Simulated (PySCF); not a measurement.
The multiplicity is imposed and other spin states were not computed.

Z-matrix (Å, degrees):
```
Pt
Cl 1 2.2480
Cl 1 2.2531 2 98.14
Cl 1 2.2536 2 97.67 3 168.82
```
Charge 0, spin multiplicity 2.

Estimate the spin population on the central atom (Mulliken), total energy and highest occupied spin orbital that PBE-D3(BJ)/def2-TZVP // BP86-D3(BJ)/def2-SVP run with PySCF 2.14.0 returns for this input.


```yaml
spin population on the central atom (Mulliken): 0.47
total_energy: -1499.5365 Ha
highest_occupied_spin_orbital: -6.85 eV
```
